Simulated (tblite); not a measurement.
Here is a computed GFN2-xTB geometry (Å):
```
atom  x, y, z in Å
C1     3.1948   -0.5840    0.1868
C2     1.9103   -0.0002   -0.0680
C3     0.8306    0.4929   -0.2847
C4    -0.4487    1.0548   -0.5190
O5    -0.7482    1.8390   -1.3799
C6    -1.5373    0.5233    0.4621
F7    -2.2631    1.5628    0.9545
F8    -0.9853   -0.0788    1.5489
C9    -2.5002   -0.4321   -0.2549
F10   -1.8002   -1.3779   -0.9449
H11    3.7378    0.0409    0.8957
H12    3.0722   -1.5778    0.6153
H13    3.7664   -0.6502   -0.7381
H14   -3.1348   -0.9455    0.4747
H15   -3.0986    0.1409   -0.9703
```

Charge 0, singlet.

Read off the bonds between heavy atoms and their formal orders.

C1–C2 1.43 Å (single); C2–C3 1.21 Å (triple); C3–C4 1.42 Å (single); C4–O5 1.20 Å (double); C4–C6 1.56 Å (single); C6–F7 1.36 Å (single); C6–F8 1.36 Å (single); C6–C9 1.53 Å (single); C9–F10 1.36 Å (single). Bonds to hydrogen (Å): C1–H11 1.09; C1–H12 1.09; C1–H13 1.09; C9–H14 1.09; C9–H15 1.09.

Give the structure as a SMILES string.

`CC#CC(=O)C(F)(F)CF`, C6H5F3O. Among its features: ketone, alkyne and C–F bond.

Name the point group.

C1 (no symmetry element, even within 0.4 Å).

Describe the place of each heavy atom.

C1: propargylic carbon; C2: alkyne carbon; C3: alkyne carbon; C4: ketone carbonyl carbon; O5: ketone oxygen; C6: CF2 carbon; F7/F8: fluorine of a CF2 group; C9: sp3 C–F carbon; F10: alkyl fluorine.

What is the arrangement about C9?

It has 4 neighbours (C6, F10, H14, H15) and is tetrahedral (angles from 108.0° to 111.4°).

What is the arrangement about C3?

It has 2 neighbours (C2, C4) and is linear (angle 178.8°).
